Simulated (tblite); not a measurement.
A geometry optimisation, step by step.

C₃H₉GeNSi.
SMILES with atom numbers: `[N:1]#[C:2][CH2:3][SiH2:4][CH2:5][GeH3:6]` (hydrogens: H7, H8 on C3; H9, H10 on Si4; H11, H12 on C5; H13, H14, H15 on Ge6)

Computed with GFN2-xTB (tblite), gas phase: L-BFGS steps from a force-field or distance-geometry start until the largest atomic force falls under 0.01 eV/Å. 13 of its 110 geometries are shown.

Step 0: E = -476.7860 eV, largest atomic force 1.510 eV/Å
```
atom  x, y, z in Å  |  force x, y, z in eV/Å
N1      2.669    1.830   -0.654   -0.637  -0.827   0.670
C2      2.157    1.069    0.045    0.152  -0.096   0.436
C3      1.541    0.089    0.954    0.432   1.445  -0.075
Si4     0.563   -1.150   -0.057    0.036  -1.298  -0.017
C5     -0.740   -0.316   -1.085   -0.279   0.135  -1.126
Ge6    -2.054    0.555    0.051   -0.478   0.423   0.444
H7      2.316   -0.430    1.529   -0.105   0.316  -0.131
H8      0.856    0.625    1.652    0.573  -0.242  -0.401
H9     -0.078   -2.116    0.863    0.123   0.144  -0.020
H10     1.483   -1.886   -0.928    0.101  -0.033  -0.053
H11    -1.253   -1.074   -1.721    0.400   0.596   0.322
H12    -0.264    0.439   -1.746   -0.371  -0.460   0.227
H13    -2.659   -0.485    1.040    0.207   0.575  -0.400
H14    -3.171    1.157   -0.827    0.305  -0.165   0.440
H15    -1.370    1.700    0.860   -0.458  -0.513  -0.316
```

Step 9: E = -476.9913 eV, largest atomic force 0.158 eV/Å
```
atom  x, y, z in Å  |  force x, y, z in eV/Å
N1      2.640    1.804   -0.634   -0.034  -0.022   0.017
C2      2.160    1.054    0.085    0.024   0.020  -0.032
C3      1.549    0.099    0.952    0.011  -0.044  -0.014
Si4     0.579   -1.211   -0.074    0.051   0.054   0.020
C5     -0.738   -0.320   -1.101    0.001  -0.003   0.012
Ge6    -2.060    0.568    0.037   -0.090   0.085   0.098
H7      2.330   -0.391    1.535   -0.023   0.016   0.009
H8      0.886    0.630    1.639   -0.003  -0.065  -0.026
H9     -0.057   -2.119    0.891    0.058  -0.014  -0.003
H10     1.522   -1.916   -0.948    0.009  -0.022   0.018
H11    -1.253   -1.035   -1.736   -0.011  -0.067  -0.060
H12    -0.288    0.423   -1.756    0.086   0.017  -0.039
H13    -2.656   -0.403    1.008   -0.033   0.004   0.007
H14    -3.176    1.161   -0.762   -0.020   0.013   0.000
H15    -1.443    1.664    0.845   -0.027   0.027  -0.008
```

Step 18: E = -476.9968 eV, largest atomic force 0.063 eV/Å
```
atom  x, y, z in Å  |  force x, y, z in eV/Å
N1      2.629    1.806   -0.638    0.004   0.018  -0.012
C2      2.162    1.052    0.085   -0.025  -0.027   0.016
C3      1.556    0.091    0.948   -0.011  -0.009  -0.014
Si4     0.587   -1.214   -0.080    0.050   0.012   0.036
C5     -0.737   -0.318   -1.098   -0.005   0.005   0.002
Ge6    -2.070    0.579    0.038   -0.033   0.020   0.030
H7      2.334   -0.392    1.541   -0.009   0.002  -0.013
H8      0.877    0.609    1.629    0.010  -0.004  -0.001
H9     -0.022   -2.128    0.893    0.000  -0.031   0.015
H10     1.531   -1.927   -0.944    0.007  -0.005  -0.025
H11    -1.248   -1.034   -1.740   -0.020  -0.022   0.002
H12    -0.273    0.416   -1.754    0.015   0.032   0.007
H13    -2.675   -0.389    1.011    0.003   0.015  -0.014
H14    -3.193    1.173   -0.757    0.019  -0.010  -0.015
H15    -1.464    1.684    0.845   -0.005   0.003  -0.014
```

Step 27: E = -476.9989 eV, largest atomic force 0.052 eV/Å
```
atom  x, y, z in Å  |  force x, y, z in eV/Å
N1      2.615    1.810   -0.639   -0.004   0.009  -0.013
C2      2.152    1.050    0.081   -0.009  -0.016   0.020
C3      1.556    0.084    0.945    0.008   0.001   0.002
Si4     0.594   -1.228   -0.079    0.032   0.027   0.031
C5     -0.734   -0.318   -1.079   -0.011  -0.003   0.000
Ge6    -2.076    0.590    0.039   -0.014  -0.004   0.010
H7      2.339   -0.394    1.534    0.009   0.001  -0.003
H8      0.878    0.598    1.629    0.001  -0.010  -0.004
H9      0.010   -2.157    0.896   -0.009  -0.011  -0.007
H10     1.534   -1.928   -0.962   -0.010   0.009  -0.004
H11    -1.247   -1.030   -1.723   -0.009   0.007  -0.024
H12    -0.266    0.423   -1.728    0.005  -0.015  -0.010
H13    -2.692   -0.371    1.010   -0.002   0.021   0.006
H14    -3.187    1.171   -0.782    0.019  -0.011  -0.005
H15    -1.480    1.708    0.835   -0.004  -0.003   0.002
```

Step 36: E = -476.9997 eV, largest atomic force 0.020 eV/Å
```
atom  x, y, z in Å  |  force x, y, z in eV/Å
N1      2.602    1.812   -0.642   -0.006   0.002   0.001
C2      2.148    1.051    0.082   -0.012  -0.013   0.004
C3      1.561    0.080    0.948   -0.002  -0.002  -0.003
Si4     0.597   -1.231   -0.076    0.015   0.012   0.007
C5     -0.735   -0.321   -1.073   -0.004   0.004   0.003
Ge6    -2.077    0.592    0.040   -0.007  -0.002  -0.003
H7      2.349   -0.393    1.534   -0.005  -0.001  -0.006
H8      0.881    0.590    1.634    0.010  -0.007   0.004
H9      0.018   -2.171    0.892   -0.004   0.004  -0.002
H10     1.531   -1.920   -0.972    0.008  -0.001  -0.001
H11    -1.250   -1.027   -1.722    0.007  -0.004   0.003
H12    -0.262    0.419   -1.720   -0.004  -0.003  -0.004
H13    -2.703   -0.354    1.019    0.001   0.006  -0.003
H14    -3.177    1.165   -0.798   -0.002   0.001   0.002
H15    -1.488    1.716    0.832    0.007   0.004  -0.002
```

Step 45: E = -477.0001 eV, largest atomic force 0.018 eV/Å
```
atom  x, y, z in Å  |  force x, y, z in eV/Å
N1      2.582    1.815   -0.643   -0.006   0.003   0.003
C2      2.139    1.051    0.085   -0.003  -0.004   0.015
C3      1.564    0.076    0.954    0.000   0.000  -0.009
Si4     0.601   -1.230   -0.076    0.005   0.013   0.011
C5     -0.734   -0.322   -1.070   -0.008   0.001  -0.007
Ge6    -2.078    0.597    0.038    0.000  -0.010  -0.010
H7      2.359   -0.400    1.528   -0.008   0.010  -0.006
H8      0.889    0.580    1.649    0.014  -0.011  -0.003
H9      0.017   -2.173    0.885   -0.001  -0.010   0.007
H10     1.538   -1.912   -0.974    0.002  -0.002   0.002
H11    -1.246   -1.034   -1.716   -0.013   0.000  -0.002
H12    -0.265    0.416   -1.722    0.001   0.000   0.000
H13    -2.709   -0.340    1.023    0.006  -0.004  -0.004
H14    -3.177    1.165   -0.806    0.004   0.004   0.004
H15    -1.485    1.722    0.823    0.005   0.012  -0.001
```

Step 54: E = -477.0006 eV, largest atomic force 0.017 eV/Å
```
atom  x, y, z in Å  |  force x, y, z in eV/Å
N1      2.551    1.827   -0.639   -0.006   0.001   0.010
C2      2.125    1.055    0.091   -0.007   0.002   0.015
C3      1.569    0.069    0.959   -0.004   0.001  -0.002
Si4     0.600   -1.230   -0.074    0.004   0.006   0.002
C5     -0.737   -0.327   -1.070   -0.001   0.003  -0.003
Ge6    -2.075    0.603    0.033    0.000  -0.003  -0.008
H7      2.374   -0.408    1.518   -0.001   0.001  -0.016
H8      0.903    0.560    1.673   -0.002   0.005  -0.011
H9      0.020   -2.181    0.883   -0.003  -0.002   0.007
H10     1.545   -1.904   -0.970   -0.002  -0.011  -0.010
H11    -1.254   -1.041   -1.711    0.004  -0.003   0.003
H12    -0.269    0.406   -1.728    0.009  -0.007  -0.004
H13    -2.706   -0.328    1.022    0.004   0.005   0.007
H14    -3.174    1.171   -0.812   -0.003  -0.001  -0.004
H15    -1.478    1.736    0.803    0.008   0.005   0.013
```

Step 64: E = -477.0020 eV, largest atomic force 0.030 eV/Å
```
atom  x, y, z in Å  |  force x, y, z in eV/Å
N1      2.423    1.908   -0.587    0.005   0.020  -0.014
C2      2.056    1.088    0.123   -0.025   0.007   0.016
C3      1.572    0.047    0.969    0.004  -0.016  -0.012
Si4     0.597   -1.243   -0.070    0.014  -0.020  -0.006
C5     -0.736   -0.348   -1.077    0.010   0.006   0.006
Ge6    -2.046    0.638    0.011   -0.018  -0.009   0.020
H7      2.421   -0.433    1.455    0.013   0.000   0.027
H8      0.936    0.484    1.740   -0.010   0.000  -0.015
H9      0.026   -2.201    0.885   -0.010   0.008   0.000
H10     1.541   -1.912   -0.972    0.004  -0.013  -0.001
H11    -1.270   -1.076   -1.687   -0.004   0.013   0.002
H12    -0.259    0.353   -1.762   -0.003   0.008  -0.013
H13    -2.674   -0.263    1.029   -0.007  -0.009   0.019
H14    -3.155    1.183   -0.835    0.012   0.012  -0.006
H15    -1.436    1.782    0.756    0.015  -0.006  -0.023
```

Step 73: E = -477.0041 eV, largest atomic force 0.190 eV/Å
```
atom  x, y, z in Å  |  force x, y, z in eV/Å
N1      2.228    2.029   -0.497   -0.044  -0.151   0.106
C2      1.954    1.139    0.172   -0.008   0.092  -0.068
C3      1.580    0.016    0.971    0.021   0.029   0.004
Si4     0.605   -1.270   -0.075   -0.008   0.014  -0.002
C5     -0.729   -0.378   -1.084   -0.014   0.003  -0.014
Ge6    -2.000    0.672   -0.006    0.005  -0.005  -0.009
H7      2.481   -0.441    1.382   -0.026   0.018  -0.004
H8      0.964    0.367    1.803    0.025  -0.002  -0.054
H9      0.016   -2.210    0.889    0.013  -0.006  -0.016
H10     1.538   -1.955   -0.979    0.005   0.003   0.023
H11    -1.292   -1.115   -1.656   -0.004   0.002   0.005
H12    -0.260    0.288   -1.808    0.004   0.006   0.027
H13    -2.629   -0.179    1.057    0.014   0.025  -0.010
H14    -3.108    1.209   -0.861    0.005  -0.008   0.009
H15    -1.352    1.837    0.670    0.012  -0.021   0.004
```

Step 82: E = -477.0056 eV, largest atomic force 0.035 eV/Å
```
atom  x, y, z in Å  |  force x, y, z in eV/Å
N1      2.110    2.076   -0.449   -0.015   0.005  -0.009
C2      1.885    1.159    0.198    0.022  -0.006  -0.021
C3      1.580    0.000    0.971   -0.025  -0.006   0.014
Si4     0.605   -1.284   -0.077    0.004  -0.010   0.000
C5     -0.730   -0.395   -1.087    0.007   0.000  -0.001
Ge6    -1.972    0.695   -0.019   -0.006  -0.016   0.004
H7      2.507   -0.437    1.341   -0.001   0.006  -0.009
H8      0.983    0.309    1.830   -0.026   0.006   0.022
H9      0.020   -2.231    0.881   -0.001  -0.002  -0.002
H10     1.550   -1.969   -0.967    0.001   0.006  -0.008
H11    -1.306   -1.133   -1.645    0.002  -0.002  -0.003
H12    -0.258    0.259   -1.821    0.015  -0.003  -0.004
H13    -2.601   -0.118    1.073    0.002   0.001   0.002
H14    -3.084    1.221   -0.875    0.014   0.009   0.016
H15    -1.291    1.856    0.625    0.006   0.014   0.001
```

Step 91: E = -477.0072 eV, largest atomic force 0.033 eV/Å
```
atom  x, y, z in Å  |  force x, y, z in eV/Å
N1      2.036    2.088   -0.445   -0.011  -0.015  -0.007
C2      1.835    1.162    0.198    0.016   0.020  -0.013
C3      1.557   -0.003    0.972   -0.006   0.005   0.010
Si4     0.604   -1.300   -0.078    0.009  -0.005  -0.005
C5     -0.722   -0.405   -1.094   -0.005  -0.005   0.006
Ge6    -1.942    0.701   -0.014   -0.021  -0.008  -0.016
H7      2.496   -0.424    1.331    0.001   0.008   0.017
H8      0.960    0.296    1.835   -0.011  -0.014   0.014
H9      0.020   -2.257    0.871   -0.001   0.006  -0.004
H10     1.566   -1.970   -0.961    0.001  -0.009  -0.016
H11    -1.305   -1.135   -1.654   -0.006   0.000   0.002
H12    -0.240    0.245   -1.825   -0.006  -0.005   0.006
H13    -2.575   -0.093    1.091    0.030   0.004  -0.012
H14    -3.058    1.242   -0.855   -0.001   0.002  -0.008
H15    -1.237    1.860    0.605    0.010   0.014   0.026
```

Step 100: E = -477.0082 eV, largest atomic force 0.030 eV/Å
```
atom  x, y, z in Å  |  force x, y, z in eV/Å
N1      2.021    2.072   -0.470   -0.002  -0.010   0.008
C2      1.823    1.158    0.191    0.000   0.004  -0.008
C3      1.542    0.001    0.976   -0.002   0.003   0.000
Si4     0.607   -1.305   -0.082   -0.004   0.001  -0.003
C5     -0.718   -0.406   -1.095    0.005   0.002  -0.005
Ge6    -1.930    0.704   -0.010   -0.014  -0.026  -0.007
H7      2.478   -0.409    1.355    0.001  -0.001   0.006
H8      0.928    0.301    1.827   -0.003  -0.001   0.002
H9      0.020   -2.263    0.863    0.005   0.000  -0.001
H10     1.573   -1.969   -0.965   -0.001   0.001  -0.003
H11    -1.304   -1.131   -1.659   -0.003   0.003   0.012
H12    -0.233    0.245   -1.823   -0.002  -0.003  -0.012
H13    -2.550   -0.099    1.095    0.004   0.011  -0.009
H14    -3.048    1.255   -0.841    0.010  -0.007   0.007
H15    -1.216    1.853    0.617    0.005   0.021   0.014
```

Step 109: E = -477.0085 eV, largest atomic force 0.009 eV/Å
```
atom  x, y, z in Å  |  force x, y, z in eV/Å
N1      1.994    2.075   -0.466    0.003   0.008   0.000
C2      1.807    1.160    0.196    0.003  -0.005   0.002
C3      1.539   -0.002    0.979    0.000  -0.001  -0.001
Si4     0.610   -1.307   -0.084    0.000  -0.002   0.000
C5     -0.715   -0.408   -1.097   -0.001  -0.002   0.001
Ge6    -1.919    0.711   -0.011   -0.002   0.000  -0.002
H7      2.479   -0.406    1.354    0.000  -0.001   0.002
H8      0.925    0.290    1.833   -0.003   0.001  -0.002
H9      0.026   -2.270    0.858   -0.001  -0.001  -0.002
H10     1.576   -1.969   -0.970    0.004   0.004   0.000
H11    -1.310   -1.134   -1.649   -0.002  -0.003   0.002
H12    -0.233    0.235   -1.834   -0.002  -0.003   0.000
H13    -2.540   -0.088    1.095    0.001   0.002   0.001
H14    -3.038    1.257   -0.843    0.000   0.002   0.000
H15    -1.208    1.864    0.614    0.001   0.001   0.001
```

**Question.** Summarise the path.

**Answer.** The energy falls by 5.13 kcal/mol from step 0 to step 109; nine tenths of that is first reached at step 8. It rises by more than 0.2 meV at step 2. The largest force goes from 1.510 to 0.009 eV/Å. Among the bonds Ge6–H15 changes most, from 1.560 to 1.492 Å; the atoms move by 0.309 Å rms after alignment.

The cost below is that of the whole relaxation. Time: 1.1 s. Hardware: one thread, Arm Neoverse N1 (aarch64), shared host with 64 logical CPUs at a one-minute load of 61.
